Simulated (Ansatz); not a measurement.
CH₆Cl₃NSi₂, singlet, at a GFN2-xTB geometry; CASSCF(4,3)/STO-3G run with Ansatz (a first-principles code).

Here is a job for Ansatz.
Ansatz 0.2 input:
```yaml
crystal:
  periodic: [false, false, false]
  atoms:
    - {symbol: Si, position_ang: [1.31690611, -1.14265476, 0.65860816]}
    - {symbol: Cl, position_ang: [2.86782943, -0.40218272, -0.37711508]}
    - {symbol: N, position_ang: [-0.14998608, -0.92678517, -0.26203663]}
    - {symbol: C, position_ang: [-0.15150865, -1.57624705, -1.56854678]}
    - {symbol: Si, position_ang: [-1.42057526, 0.21531689, -0.00449568]}
    - {symbol: Cl, position_ang: [-1.43107282, 0.80644812, 1.90723146]}
    - {symbol: Cl, position_ang: [-1.20893398, 1.81089413, -1.21183112]}
    - {symbol: H, position_ang: [1.18439990, -0.44055751, 1.91941381]}
    - {symbol: H, position_ang: [1.48435131, -2.58751582, 0.78702888]}
    - {symbol: H, position_ang: [-1.17199048, -1.73869665, -1.90979191]}
    - {symbol: H, position_ang: [0.34926200, -2.54085192, -1.50465841]}
    - {symbol: H, position_ang: [0.36723508, -0.96532300, -2.31049357]}
    - {symbol: H, position_ang: [-2.67592005, -0.45705822, -0.30438633]}
basis:
  gaussian:
    orbitals: STO-3G
hamiltonian:
  xc: hf
magnetization: {spin_polarized: false}
correlation: {active_space: {window: {electrons: 4, orbitals: 3}}}
```

Q: Predict the main parts of the log of this Ansatz run.

A: 
```
Functional definition: HF
714 factors; integrals over basis functions are off by at most 3.0e-5 eV
mean field evaluation 1: about -55230.5086 eV, gradient 2.7e1 eV
mean field evaluation 2: about -55230.6820 eV, gradient 2.7e1 eV
mean field evaluation 4: about -55233.8248 eV, gradient 1.4e0 eV
mean field evaluation 8: about -55233.8349 eV, gradient 2.1e-2 eV
mean field -55233.83486474 eV, -2029.8059924413 hartree, gradient 1.0e-6 eV, S^2 0.000000; 0 other end points of the search recorded, 0 dependent functions left out
reference -55233.83486474 eV, -2029.8059924413 hartree; 49, 49 occupied and 12, 12 virtual orbitals, 714 factors
state -55234.16194429 eV, -2029.8180123929 hartree
Total energy: -55234.16194429 eV, -2029.8180123929 hartree
```
